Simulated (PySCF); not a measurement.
Towards the basis-set limit for SbO

State: ²Π, doublet, unpaired electrons π ↑. De refers to Sb + O. ROHF-based CCSD(T) in PySCF 2.14 with Sb cc-pwCVDZ-PP with ECP28, O aug-cc-pVDZ and Sb cc-pwCVTZ-PP with ECP28, O aug-cc-pVTZ (frozen core orbitals: 5; scalar-relativistic core potentials). Correlation energies are extrapolated as n⁻³ (n = 2, 3), Hartree–Fock as (n+1)·exp(−9√n).

```json
{"Level": "CCSD(T)/DZ", "Re (Å)": "1.8498", "ωe (cm⁻¹)": "776.1", "ωexe (cm⁻¹)": "4.50", "αe (cm⁻¹)": "0.00235", "De (eV)": "3.604"}
{"Level": "CCSD(T)/TZ", "Re (Å)": "1.8246", "ωe (cm⁻¹)": "819.5", "ωexe (cm⁻¹)": "4.39", "αe (cm⁻¹)": "0.00228", "De (eV)": "4.036"}
{"Level": "HF/CBS", "Re (Å)": "1.7641", "ωe (cm⁻¹)": "992.7", "ωexe (cm⁻¹)": "3.36", "αe (cm⁻¹)": "0.00184", "De (eV)": "0.401"}
{"Level": "MP2/CBS", "Re (Å)": "1.8274", "ωe (cm⁻¹)": "809.8", "ωexe (cm⁻¹)": "n/a", "αe (cm⁻¹)": "n/a", "De (eV)": "4.626"}
{"Level": "CCSD/CBS", "Re (Å)": "1.7989", "ωe (cm⁻¹)": "889.2", "ωexe (cm⁻¹)": "3.56", "αe (cm⁻¹)": "0.00202", "De (eV)": "3.629"}
{"Level": "CCSD(T)/CBS", "Re (Å)": "1.8204", "ωe (cm⁻¹)": "827.0", "ωexe (cm⁻¹)": "4.31", "αe (cm⁻¹)": "0.00226", "De (eV)": "4.156"}
```

Task: How much is left between CCSD(T)/TZ and the basis-set limit, and how much do the triples give at the limit?

Result: CCSD(T)/CBS less CCSD(T)/TZ: -4.2 mÅ in Re, +7.5 cm⁻¹ in ωe and +0.120 eV in De. CCSD(T)/CBS less CCSD/CBS: +21.5 mÅ in Re, -62.2 cm⁻¹ in ωe and +0.527 eV in De.

The T1 diagnostic is 0.033. The state was picked by a PBE0 search and need not be the measured ground state. Spin–orbit coupling, excitations beyond (T) and corrections to the Born–Oppenheimer picture are left out, and spin–orbit coupling matters for open p, d or f shells this heavy.

The whole job (state search and all basis sets along the bond) took about 52 min on 4 threads of Arm Neoverse V1 (shared host), peak memory 11 GiB.
